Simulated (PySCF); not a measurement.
**NiCl and its ions**

r²SCAN; basis Ni def2-TZVPPD, Cl def2-TZVPPD; no relativity; PySCF 2.14. Neutral (UKS): doublet (π ↑), Re = 2.051 Å, ωe = 421 cm⁻¹, HOMO -4.97 eV, LUMO -3.90 eV.

NiCl⁻ (UKS): triplet (σ ↑, π ↑), Re = 2.194 Å, ωe = 301 cm⁻¹. The energies at the minima are -1968.51920 hartree for NiCl and -1968.57259 for NiCl⁻.

**Question.** Work out the adiabatic electron affinity, without and with harmonic zero-point energies (1 hartree = 27.2114 eV, 1 eV = 8065.5 cm⁻¹), and the change of the bond length.

**Answer.** At r²SCAN: 0.05339 hartree = 1.453 eV between the minima; the zero-point term (421.0 − 301.0)/2 cm⁻¹ = +0.007 eV makes it 1.460 eV. Re changes by +14.3 pm against the neutral. The electron enters a σ orbital; in so polar a molecule the change of length follows mostly from the change of the ionic charges.

De is left out where the level can put another filling of the metal’s s and d shells below the measured ground configuration, by anything from nothing to about 1 eV. The highest Kohn–Sham level is positive in this anion. Much of that is self-interaction error, but it also means that the finite basis helps to hold the extra electron. With d or f electrons several states lie close, and the lowest PBE0 determinant need not be the measured ground state.
